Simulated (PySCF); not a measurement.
Chain-length series, silicon-germanium chain silyl/silyl (end groups after the name). Gas-phase values, no solvent. One relaxed conformer stands for each flexible species; it need not be the lowest. Strings in code marks are SMILES.

All values below come from PBE-D3(BJ)/def2-TZVP // PBE-D3(BJ)/def2-SVP (PySCF 2.14.0). Delta-SCF ions had no search for a lower state. Excitations are Tamm–Dancoff values on a coarser integration grid. The basis has no diffuse functions, so Rydberg states are missing or too high.

| species | S1–T1 gap (TDA) (eV) | vertical ionisation energy (Delta-SCF) (eV) |
|---|---|---|
| n = 1 (`[SiH3][GeH2][SiH2][SiH3]` (Si–Si–Ge–Si torsion 179°)) | 0.98 | 9.03 |
| n = 2 (`[SiH3][SiH2][GeH2][SiH2][GeH2][SiH3]`) | 0.85 | 8.32 |
| n = 3 (`[SiH3][SiH2][GeH2][SiH2][GeH2][SiH2][GeH2][SiH3]`) | (withheld) | 7.90 |

Question: What belongs in the gaps?

Answer: 
- n = 3 (`[SiH3][SiH2][GeH2][SiH2][GeH2][SiH2][GeH2][SiH3]`), S1–T1 gap (TDA) (eV): 0.68
